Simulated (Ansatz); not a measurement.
Isolated molecules relaxed with PBE0-D4/def2-TZVP in Ansatz; ΔE leaves out vibrations. CCSD(T)/CBS is the MP2 limit (def2-TZVPP, def2-QZVPP) plus CCSD(T) − MP2 in def2-TZVPP, frozen cores. This one scheme is used for every species. DFT in def2-TZVPP. For Ga outer-core shells are correlated without core-valence functions, which leaves a few kJ/mol of doubt a bond. Scalar relativity is left out up to krypton.

`[SiH3][Ga]([Cl])[Cl]` + H–F → `[F][Ga]([Cl])[Cl]` + SiH₄  (cleavage of the Ga–Si bond)

`[SiH3][Ga]([Cl])[Cl]`:

```xyz
7

Si    0.432    0.504    0.947
Ga   -0.483   -0.544   -1.003
Cl    0.534   -0.545   -2.889
Cl   -2.365   -1.564   -1.052
H     1.716   -0.165    1.277
H    -0.516    0.380    2.081
H     0.681    1.935    0.639
```

H–F:

Cartesian coordinates in Å:
```
F 0.259 0.266 0.272
H -0.259 -0.266 -0.272
```

`[F][Ga]([Cl])[Cl]`:

Cartesian coordinates in Å:
```
F -0.533 1.415 -0.974
Ga -0.019 0.051 -0.035
Cl 1.341 0.378 1.536
Cl -0.788 -1.844 -0.527
```

SiH₄:

Cartesian coordinates in Å:
```
Si 0.000 0.000 0.000
H 0.105 1.473 -0.149
H -1.036 -0.322 1.013
H 1.308 -0.548 0.439
H -0.377 -0.604 -1.303
```

```json
{"level": "PBE-D4", "ΔE (kJ/mol)": "-25.8", "difference from CCSD(T)/CBS": "8.7"}
{"level": "BLYP-D4", "ΔE (kJ/mol)": "-38.4", "difference from CCSD(T)/CBS": "-3.9"}
{"level": "PBE-QIDH", "ΔE (kJ/mol)": "-40.2", "difference from CCSD(T)/CBS": "-5.7"}
{"level": "PBE", "ΔE (kJ/mol)": "-30.4", "difference from CCSD(T)/CBS": "4.1"}
{"level": "r2SCAN", "ΔE (kJ/mol)": "-44.1", "difference from CCSD(T)/CBS": "-9.6"}
{"level": "PBE0", "ΔE (kJ/mol)": "-32.0", "difference from CCSD(T)/CBS": "2.5"}
{"level": "r2SCAN0", "ΔE (kJ/mol)": "-41.7", "difference from CCSD(T)/CBS": "-7.2"}
{"level": "RPA@PBE/def2-TZVPP", "ΔE (kJ/mol)": "-47.5", "difference from CCSD(T)/CBS": "-13.0"}
{"level": "HF/def2-TZVPP", "ΔE (kJ/mol)": "-69.3", "difference from CCSD(T)/CBS": "-34.8"}
{"level": "CCSD/def2-TZVPP", "ΔE (kJ/mol)": "-47.1", "difference from CCSD(T)/CBS": "-12.6"}
{"level": "CCSD(T)/CBS", "ΔE (kJ/mol)": "-34.5", "difference from CCSD(T)/CBS": "0"}
```

Largest T1 diagnostic among the species: 0.012.

At CCSD(T), def2-SVP lies −34.4 kJ/mol from the extrapolated value and def2-TZVPP −10.4 kJ/mol. Leaving LDA and LC-ωPBE aside and taking each functional with its dispersion term where it has one, the values, not all of them listed here, spread over 23.7 kJ/mol, from B2PLYP to PBE-D4. LDA lies +6.6 kJ/mol from PBE without D4.
